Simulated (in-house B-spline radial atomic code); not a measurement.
How numerical settings move a run on Tm³⁺, [Xe] 4f12. Computed with a B-spline radial code for spherical atoms: Dirac-Kohn-Sham BLYP, spherical fractional occupations, Fermi nucleus of rms radius 5.2256 fm.

Command:
```bash
python run_scf.py task.json out
```
Settings of the sound reference run:
```
Z                69
electrons        66
configuration    [Xe] 4f12
hamiltonian      dirac
method           b88,lyp
spin_polarised   False
nucleus          fermi
rms_radius       5.2256
mass_number      169
atomic_mass      168.9342
speed_of_light   137.036
knot_spacing     0.22
spline_order     8
gauss_points     12
box_radius       16.22
max_iterations   70
damping          0.5
damped_steps     3
diis_vectors     10
tolerance        1e-08
start            Thomas-Fermi
```

Run time, properties included: 1.2 s on 1 thread of Arm Neoverse V2, with other jobs on the host.

It converges in 10 iterations to -13579.923970 hartree, with 4f7/2 at -34.9537 eV. The other runs change the listed settings, some to values that make no sense; their results aren't properties of the atom or ion. Radii are in bohr (the nuclear one in fm), a minus after a letter asks for a j subshell, and «unchanged» means within 1e-8 hartree. The run stops when the residual is below 10 × tolerance × max(1, Z/10), or a noise floor if that is larger, and the energy moves by less than 1e-8 × √|E| hartree; so very loose and very tight tolerances often act alike.

```tsv
changed settings	outcome
max_iterations = 3	not converged after 3 iterations, last residual 2.5e-01, last energy +1.31e+00 hartree from the reference
diis_vectors = 2	converged in 18 iterations, energy unchanged, 4f7/2 level -5.4e-05 eV
diis_vectors = 1	not converged after 70 iterations, last residual 4.0e+00, last energy +1.96e+02 hartree from the reference
diis_vectors = 4	converged in 10 iterations, energy unchanged, 4f7/2 level +5.3e-05 eV
start = bare nucleus	converged in 12 iterations, energy unchanged, 4f7/2 level +3.2e-05 eV
diis_vectors = 0	converged in 31 iterations, energy unchanged, 4f7/2 level -8.5e-05 eV
spline_order = 7, max_iterations = 60, diis_vectors = 2, tolerance = 0.0001, start = bare nucleus	converged in 15 iterations, energy +4.00e-06 hartree from the reference, 4f7/2 level -8.6e-03 eV
max_iterations = 12	converged in 10 iterations, energy unchanged
spline_order = 6, max_iterations = 50, damped_steps = 8, diis_vectors = 2	converged in 13 iterations, energy +1.56e-05 hartree from the reference, 4f7/2 level -6.2e-05 eV
electrons = 67, configuration = [Xe] 4f12 2f1, max_iterations = 60	stopped with error: there is no 2f shell
electrons = 67, configuration = [Xe] 4f12 6s-1, max_iterations = 60	stopped with error: j subshells need the Dirac Hamiltonian and l > 0
max_iterations = 60, damping = 0.8, damped_steps = 1, diis_vectors = 4, start = bare nucleus	converged in 12 iterations, energy unchanged, 4f7/2 level +1.8e-05 eV
```

Task: What happens with max_iterations = 5?

Result: Not converged after 5 iterations, last residual 3.6e-01, last energy +4.47e+00 hartree from the reference.

Task: What happens with method = hf, spin_polarised = True?

Result: Stopped with error: spin polarisation is not served with the Dirac Hamiltonian.

Task: What happens with max_iterations = 8?

Result: Not converged after 8 iterations, last residual 1.8e-04, last energy +9.31e-07 hartree from the reference.

Task: What happens with spline_order = 5, gauss_points = 3, max_iterations = 2?

Result: Not converged after 2 iterations, last residual 5.9e-01, last energy +8.50e+00 hartree from the reference.
